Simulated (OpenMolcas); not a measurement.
## Levels of neutral zirconium by method

```
Program             : OpenMolcas
Basis               : ANO-RCC-VTZP [7s6p4d2f1g]
Scalar Hamiltonian  : DKH2, point nucleus
Active space        : 4 electrons in 9 orbitals (RAS2 4d 5s; RAS3 5p, at most 2 electrons)
State averaging     : 2S+1 = 3 even, 60 roots (55 in the spin-orbit step); 2S+1 = 5 even, 15 roots kept (CI in the orbitals of an earlier block, 10 in the spin-orbit step); 2S+1 = 1 even, 55 roots kept (CI in the orbitals of an earlier block, 43 in the spin-orbit step); 2S+1 = 3 odd, 87 roots (51 in the spin-orbit step); 2S+1 = 5 odd, 59 roots kept (CI in the orbitals of an earlier block, 39 in the spin-orbit step); 2S+1 = 1 odd, 67 roots kept (CI in the orbitals of an earlier block, 18 in the spin-orbit step)
Spin-orbit coupling : state interaction with AMFI integrals over the reference wave functions, term energies averaged over their components
```

Methods on the same reference wave functions:
A. RASSCF
B. SS-RASPT2, IPEA 0.25 Eh, imaginary shift 0.1 Eh (closed shells correlated: 4s 4p)
C. MS-RASPT2, IPEA 0.25 Eh, imaginary shift 0.1 Eh (closed shells correlated: 4s 4p)

Energies in cm-1 above 4d2 5s2 3F2, the measured ground level; measured values from NIST Handbook of Basic Atomic Spectroscopic Data.

```
             Level      A      B      C  Measured
       4d2 5s2 3F2    0.0    0.0    0.0       0.0
       4d2 5s2 3F3    483    497    497       570
       4d2 5s2 3F4   1067   1079   1076      1241
        4d3 5s 5F1   4403   3790   3790      4871
        4d3 5s 5F2   4562   3950   3950      5023
        4d3 5s 5F3   4797   4190   4190      5249
       4d2 5s2 3P0   4842   3540   3530      4197
       4d2 5s2 3P1   4995   3700   3690      4376
        4d3 5s 5F4   5103   4490   4490      5541
        4d3 5s 5F5   5471   4860   4860      5889
4d2 5s2 3P2 [50 %]   5682   4340   4330          
       4d2 5s2 1G4   9279   7790   7680      8057
   4d2 5s 5p 5G* 2   9984  14370  14370     14784
   4d2 5s 5p 5G* 3  10316  14740  14740     15201
   4d2 5s 5p 5G* 4  10747  15210  15210          
   4d2 5s 5p 5G* 5  11271  15750  15750     16317
   4d2 5s 5p 5G* 6  11880  16360  16360     16978
        4d3 5s 5P1  11998  10220  10220     10885
     4d3 5s 3F2(1)  12091  11380  11380          
        4d3 5s 5P2  12133  10350  10350          
        4d3 5s 5P3  12361  10580  10580     11258
   4d2 5s 5p 5F* 1  12454  16300  16190     16787
     4d3 5s 3F3(1)  12459  11670  11670          
   4d2 5s 5p 5F* 2  12641  16510  16460     17060
```

Deviations, from unrounded energies. A percentage is the sum of absolute deviations over the sum of measured energies, with the sign that they share, or ± where signs differ.

```tsv
Against measurement	Levels	A	B	C
mean absolute deviation (cm-1)	18	2000	640	660
fine structure of the ground term (%)	2	-14.4	-13.0	-13.2
other terms of the ground configuration (%)	3	+14.9	-9.6	-10.5
other configurations (%)	13	±22.6	-6.7	-6.8
```

B, C lie about equally close to measurement and A furthest from it. The largest miss of B in the table is 4d3 5s 5F1, by -1100 cm-1. The ranking rests on the paired levels alone, and a cruder setting can come out closer through cancelling errors.

Between B and C the level of the table that moves most is 4d2 5s2 1G4, by 120 cm-1 (lowest in C, highest in B). Moves below CASPT2's spread within the term are not significant.

The mean deviations of B to C differ by less than CASPT2's widest spread within a term (1200 cm-1), so their order carries little weight.

From A to B the spin-free energies of the other terms of 4d2 5s2 shown, above 3F, scale by factors of 0.71 to 0.83, as is usual when dynamic correlation screens the repulsion within a d or f shell.

The lowest spin-free term lies below A's lowest term by 0.310 hartree in B, 0.310 hartree in C.

Term energies are means over components that CASPT2 splits; among the terms shown or strongly mixed into the levels shown the widest spread is 1200 cm-1 (4d2 5s2 3F, C). Some high roots are left out of the spin-orbit mixing, which shifts the levels that they would mix with. Terms from blocks run as CI alone lack orbitals of their own. Configurations are named by rounded mean occupations; where the s occupation lies near a half they are strongly mixed, a name can repeat and a true partner stay unpaired. A single d shell beside an s shell can misplace configurations of different d count against each other. The CASPT2 spread within a term exceeds the gap to the next term for 4d3 5s 3F(1) and 4d3 5s 3G, so the order of their levels is uncertain, and so are names and mixing where such terms share a J (figures for B; the like holds for C). Without dynamic correlation excited terms often stand tens of per cent too high (terms of higher spin than the ground term too low), and those without a measured partner can miss by more than the paired ones (holds for A). Some terms miss by over 15 % even with CASPT2, which points to a basis or an active space too small for the shells correlated (holds for B; C). Measured partners are found by configuration, term and J. A level has none where our copy of the source lacks it or the pairing is in doubt (some pairs that miss far off the trend of their configuration count as doubtful), and it then counts in no deviation. Only configurations of the active space appear. Levels that lie high or do not pair safely by name in every column are left out.

A share in square brackets marks a mixed level and gives the weight of the term that names it, the lowest over the columns. A number in round brackets counts repeated terms of one configuration in the order of the reference energies. * marks odd parity.
